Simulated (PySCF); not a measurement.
CrO$_{3}$, triplet, at a GFN2-xTB geometry (such geometries of metal compounds can be far from the true shape) (the multiplicity is a formal guess). Base run: M06/STO-3G in PySCF.

The PySCF input:
```python
from pyscf import gto, scf, dft

mol = gto.Mole()
mol.atom = '''
    Cr   -0.000000    0.000000   -0.000000
    O    -1.069041   -1.123452   -0.134717
    O    -0.063695    1.250024   -0.925485
    O     1.132736   -0.126573    1.060202
'''
mol.basis = 'sto-3g'
mol.charge = 0
mol.spin = 2
mol.verbose = 4
mol.build()

mf = dft.UKS(mol)
mf.xc = 'm06'
mf.kernel()
mf.analyze()
```

Each row names what was changed in the base input (with any setting that the change needs).

```
change                                ΔE vs base (mEh)  grid points  electrons on the grid        outcome
------------------------------------  ----------------  -----------  ---------------------  -------------
base                                             0.000        63152               48.00000      converged
grids.level = 2                                 -0.118        46880               48.00009      converged
grids.atom_grid = (30, 110)                    -66.992         9768               47.99864      converged
small_rho_cutoff = 0                             0.000        63152               48.00000      converged
grids.level = 1                                 -0.538        22992               48.00017      converged
grids.radi_method = gauss_chebyshev             -0.139        61320               48.00000      converged
grids.atom_grid = (150, 974)                    -0.174       303520               48.00000      converged
grids.level = 4                                 -0.144       115512               48.00000      converged
grids.prune = off                               -0.006       107016               48.00000      converged
grids.prune = dft.gen_grid.sg1_prune                 -            -                      -  input refused
grids.level = 7                                 -0.171       348384               48.00000      converged
```

Open shells are given as the SCF converged; they aren't shown to be the lowest states, and a large step between rows can be another state.

- grids.prune = dft.gen_grid.sg1_prune: ended with `IndexError: index 24 is out of bounds for axis 0 with size 19`
